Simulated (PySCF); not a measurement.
First hyperpolarisability: 2-(trifluoromethyl)pyridine, C₆H₄F₃N

Molfile (atoms numbered from 1):
```
C6H4F3N
     RDKit          3D

 14 14  0  0  0  0  0  0  0  0999 V2000
    2.6094   -0.7498   -1.2053 F   0  0  0  0  0  0  0  0  0  0  0  0
    2.1909   -0.0726   -0.1389 C   0  0  0  0  0  0  0  0  0  0  0  0
    2.6583    1.1773   -0.2434 F   0  0  0  0  0  0  0  0  0  0  0  0
    2.7498   -0.6225    0.9369 F   0  0  0  0  0  0  0  0  0  0  0  0
    0.6798   -0.0860   -0.0408 C   0  0  0  0  0  0  0  0  0  0  0  0
   -0.0532    1.0983   -0.0316 C   0  0  0  0  0  0  0  0  0  0  0  0
   -1.4406    1.0014    0.0584 C   0  0  0  0  0  0  0  0  0  0  0  0
   -2.0203   -0.2603    0.1341 C   0  0  0  0  0  0  0  0  0  0  0  0
   -1.1839   -1.3791    0.1180 C   0  0  0  0  0  0  0  0  0  0  0  0
    0.1373   -1.2959    0.0324 N   0  0  0  0  0  0  0  0  0  0  0  0
    0.4510    2.0629   -0.0939 H   0  0  0  0  0  0  0  0  0  0  0  0
   -2.0583    1.9025    0.0684 H   0  0  0  0  0  0  0  0  0  0  0  0
   -3.1030   -0.3832    0.2044 H   0  0  0  0  0  0  0  0  0  0  0  0
   -1.6073   -2.3880    0.1764 H   0  0  0  0  0  0  0  0  0  0  0  0
  1  2  1  0
  2  3  1  0
  2  4  1  0
  2  5  1  0
  5  6  2  0
  6  7  1  0
  7  8  2  0
  8  9  1  0
  9 10  2  0
 10  5  1  0
  6 11  1  0
  7 12  1  0
  8 13  1  0
  9 14  1  0
M  END
```

Computed, not measured: PySCF 2.14.0, quadratic response CAM-B3LYP/aug-cc-pVDZ first hyperpolarisability, Taylor convention, gas phase. Geometry: PBE0-D3(BJ)/def2-SVP.

Q: What is the first hyperpolarisability, and how does it disperse?

A: In au, Taylor convention; the vector part is βᵢ = ⅓ Σⱼ (βᵢⱼⱼ + βⱼᵢⱼ + βⱼⱼᵢ); β∥ is 3/5 of the vector part along the dipole, the dipole points from − to +:
```tsv
process	λ (nm)	β vector norm	β∥	β HRS	depolarisation ratio
static β(0;0,0)	∞	178.5	-99.4	66.0	8.31
second harmonic β(−2ω;ω,ω)	1907	183.8	-102.3	68.0	8.23
Pockels β(−ω;ω,0)	1907	180.2	-100.4	–	–
second harmonic β(−2ω;ω,ω)	1064	197.0	-109.5	73.1	8.03
Pockels β(−ω;ω,0)	1064	184.2	-102.5	–	–
```

Q: Which lowest excitations, dipole and polarisabilities go with it?

A: S1 5.06 eV (f = 0.004); S2 5.47 eV (f = 0.000); S3 5.57 eV (f = 0.047); dipole 4.33 D; isotropic α 77.0 au static, 77.3 au at 1907 nm, 77.8 au at 1064 nm, 78.0 au at 953.5 nm, 80.3 au at 532 nm.
